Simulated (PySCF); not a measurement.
## C7H8NO: g tensor and hyperfine couplings

C7H8NO (doublet state).
Geometry (GFN2-xTB, Å), atoms numbered from 1 in this order:
```
atom  x, y, z in Å
N1    -3.272    2.932   -0.063
C2    -2.794    1.895   -0.040
C3    -2.203    0.574   -0.002
O4    -0.812    0.671   -0.242
C5    -0.162   -0.556   -0.166
C6     0.212   -1.121    1.188
C7     1.258   -0.554    0.278
C8     2.553   -0.854   -0.235
C9     2.341    0.486    0.346
H10   -2.404    0.130    0.987
H11   -2.690   -0.051   -0.771
H12   -0.459   -1.261   -0.944
H13   -0.040   -0.533    2.060
H14    0.167   -2.190    1.335
H15    3.263   -1.634   -0.076
H16    2.249    1.336   -0.318
H17    2.787    0.741    1.303
```

The hyperfine couplings belong to this conformer and change with its torsions.

The species is `N#CCO[C@@H]1C[C@@]12[CH]C2` [radical].

Computed with PySCF, UKS B3LYP, pcH-1 on C H N O, non-relativistic, mean-field spin-orbit, GIAO. The structure is a single GFN2-xTB conformer in the gas phase; no vibrational or solvent corrections. The geometry wasn't refined by DFT: couplings that depend on bond lengths, twists or pyramidal angles can differ widely from those at the functional's own minimum. Stability of the SCF solution: not tested.

- g1, g2, g3: 2.00221, 2.00282, 2.00309
- g_iso: 2.00271
- Form of g: rhombic: the two nearest values differ by 31 % of g3 − g1
- ⟨S²⟩: 0.7537 (exact 0.7500)
- α and β electrons: 33, 32
- Basis functions: 305

Isotropic coupling and dipolar principal values T1 to T3, in MHz:

```csv
atom,isotope,a_iso,T1,T2,T3,Mulliken spin population
N1,14N,0.0,-0.1,0.0,0.0,0.00
C2,13C,0.1,-0.1,-0.1,0.2,0.00
C3,13C,4.6,-0.6,-0.4,1.0,0.00
O4,17O,-6.0,-0.7,0.2,0.5,0.00
C5,13C,46.4,-7.6,-7.2,14.8,0.06
C6,13C,22.3,-5.5,-5.2,10.7,0.05
C7,13C,-28.8,-6.7,0.0,6.6,-0.06
C8,13C,239.9,-75.1,-70.7,145.8,0.94
C9,13C,-20.1,-4.5,0.6,3.9,-0.04
H10,1H,-0.3,-0.9,-0.5,1.4,0.00
H11,1H,-0.2,-0.8,-0.6,1.4,0.00
H12,1H,1.8,-4.6,-0.8,5.4,0.00
H13,1H,10.2,-3.6,-0.4,4.0,0.00
H14,1H,-4.8,-3.6,-1.1,4.7,0.00
H15,1H,-19.0,-33.6,-3.0,36.7,-0.02
H16,1H,81.1,-6.0,-3.8,9.8,0.03
H17,1H,51.7,-5.0,-2.1,7.2,0.02
```

Largest spin populations (Mulliken): C8 (+0.94) and C5 (+0.06). C8 is the only atom above +0.15. The angles at C8 add up to 331.8°, so it is pyramidal.

Axes: g3 points within 10° of the C8–H15 bond.

Under fast tumbling the dipolar parts average out, and these isotropic splittings remain: 1 × 1H (H16, I = 1/2, 2 lines) with 2.89 mT, 1 × 1H (H17, I = 1/2, 2 lines) with 1.85 mT, 1 × 1H (H15, I = 1/2, 2 lines) with 0.68 mT, 1 × 1H (H13, I = 1/2, 2 lines) with 0.36 mT, 1 × 1H (H14, I = 1/2, 2 lines) with 0.17 mT and 1 × 1H (H12, I = 1/2, 2 lines) with 0.07 mT.

The 17O coupling of O4 (-6.0 MHz) shows only in satellite lines or after enrichment, since that isotope makes up about 0.038 % of natural oxygen.

The 13C coupling of C8 (239.9 MHz) shows only in satellite lines or after enrichment, since that isotope makes up about 1.07 % of natural carbon.

The run took 88 s wall (grids of density and orbitals included) on one thread, Arm Neoverse V1 (aarch64), shared host with 64 logical CPUs at a one-minute load of 26, and the process peaked at 0.98 GiB of memory.
